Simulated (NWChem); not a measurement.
AlSiH4OCl; SMILES [SiH3][O][AlH][Cl]

```xyz
8

Al     0.8988    -0.7163     0.0003
Cl    -0.5763    -2.2260    -0.0001
H      2.4150    -1.1132     0.0017
O      0.4230     0.9074    -0.0011
Si    -0.4077     2.3335     0.0002
H      0.0301     3.1666     1.1514
H     -1.8724     2.0986     0.1111
H     -0.1367     3.0735    -1.2607
```
Atoms are numbered in this order, from 1.

Results from NWChem. Geometry: optimised at B3LYP/6-31G* (spherical d). Ions are spin-unrestricted doublets at the neutral geometry; other ion states weren't tried.

For level B3LYP/def2-SVP:

* **−ε(HOMO) (eV)**: 8.52

Estimate the same quantities for level PBE/def2-SVP.


- −ε(HOMO) (eV): 7.31
